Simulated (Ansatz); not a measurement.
The first iterations of a band of BrH + ClF3H2W (9 atoms, charge 0, multiplicity 1).

Level of theory: Ansatz 0.2.0, RKS B3LYP-D4/def2-SVP.

```
movable images  : 7
climbing image  : yes
spring          : 5.0 eV/Å²
optimiser       : quadratic models (default)
start path      : through a guess of the saddle point
force threshold : 0.05 eV/Å
iteration limit : 60
end points      : relaxed
```

First end point:

```xyz
9
Properties=species:S:1:pos:R:3
W -0.370 0.136 -0.127
Cl -0.863 0.516 2.135
H 1.099 -0.098 -0.900
F -0.063 1.957 -0.221
F -1.426 -1.382 -0.066
H 0.788 -0.756 0.692
F -0.914 0.154 -1.936
Br 2.879 1.358 1.839
H 1.686 1.315 2.630
```

Last end point:

```xyz
9
Properties=species:S:1:pos:R:3
W -0.029 0.290 -0.386
Cl 0.755 0.414 3.354
H 1.048 -0.590 0.548
F -1.013 1.517 0.575
F -1.589 -0.136 -1.376
H -0.645 -0.981 0.518
F 0.829 -0.332 -1.897
Br 1.942 1.795 0.021
H 1.517 1.222 2.688
```

| iteration | highest image above the first end (eV) | largest band force component (eV/Å) |
| --- | --- | --- |
| 1 | 5.995 | 10.550 |
| 2 | 3.904 | 4.574 |
| 3 | 2.519 | 2.394 |
| 4 | 1.720 | 1.704 |
| 5 | 1.355 | 1.198 |
| 6 | 1.323 | 1.851 |
| 7 | 1.046 | 1.323 |
| 8 | 0.913 | 0.810 |
| 9 | 0.929 | 0.478 |
| 10 | 0.875 | 2.461 |
| 11 | 0.800 | 1.432 |

Q: Does the band converge within its limit, and where does its top end?

A: The run converged. It ended after 33 iterations with the highest image 0.455 eV above the first end. The profile has 2 maxima (images 2, 5) with wells between them (image 3): this band takes more than one step, which may be the mechanism or a detour left from its start path. A vibrational analysis at the climbing image gives one clearly imaginary mode, 349i cm⁻¹: a first-order saddle point. The orbitals stay closed-shell, which can raise the energy where a bond breaks towards radicals; this wasn't checked here.

The run took 14 min on 4 threads of Arm Neoverse V1 (shared host), peak memory 0.48 GiB.
